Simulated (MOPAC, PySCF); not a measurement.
[Zn(CH3)2], neutral singlet in the gas phase. 

Cartesian coordinates (Å):
```xyz
9

Zn    -0.0001     0.0000     0.0000
C     -0.6110    -0.4851    -1.7847
H     -0.3411    -1.5337    -2.0347
H     -0.1585     0.1700    -2.5601
H     -1.7150    -0.3942    -1.8739
C      0.6108     0.4850     1.7847
H     -0.2431     0.7229     2.4551
H      1.2730     1.3772     1.7583
H      1.1843    -0.3423     2.2556
```
Charge 0, spin multiplicity 1.

All levels are single points at this geometry (BP86-D3(BJ)/def2-SVP); Pople sets use spherical d functions. Orbital energies aren't observables, and empty levels follow the basis.

| level | HOMO (eV) | LUMO (eV) | gap (eV) | dipole (D) | vertical IE, Delta-SCF (eV) |
|---|---|---|---|---|---|
| PBE-D3(BJ)/def2-TZVP in PySCF | -6.03 | -0.54 | 5.49 | 0.00 | – |
| TPSSh-D3(BJ)/def2-TZVP in PySCF | -6.51 | -0.10 | 6.41 | 0.00 | – |
| B3LYP/3-21G in PySCF | -6.71 | 0.05 | 6.76 | 0.00 | – |
| B3LYP/6-31G* (LANL2DZ on Zn) in PySCF | -6.33 | 0.10 | 6.43 | 0.00 | 8.74 |
| B3LYP/LANL2DZ in PySCF | -6.41 | 0.13 | 6.54 | 0.00 | – |
| BP86/6-31G* (LANL2DZ on Zn) in PySCF | -5.44 | -0.17 | 5.28 | 0.00 | – |
| M06-2X/6-31G* (LANL2DZ on Zn) in PySCF | -7.67 | 0.53 | 8.20 | 0.00 | – |
| PBE/6-31G* (LANL2DZ on Zn) in PySCF | -5.33 | -0.20 | 5.14 | 0.00 | 8.56 |
| SVWN5/6-31G* (LANL2DZ on Zn) in PySCF | -5.50 | -0.32 | 5.17 | 0.00 | 8.80 |
| HF/6-31G* (LANL2DZ on Zn) in PySCF | -9.57 | 1.98 | 11.55 | 0.00 | – |
| AM1 in MOPAC | -9.92 | 1.41 | 11.33 | 0.00 | – |
| PM3 in MOPAC | -10.43 | 0.70 | 11.14 | 0.00 | – |
| PM7 in MOPAC | -8.86 | 3.87 | 12.73 | 0.00 | – |
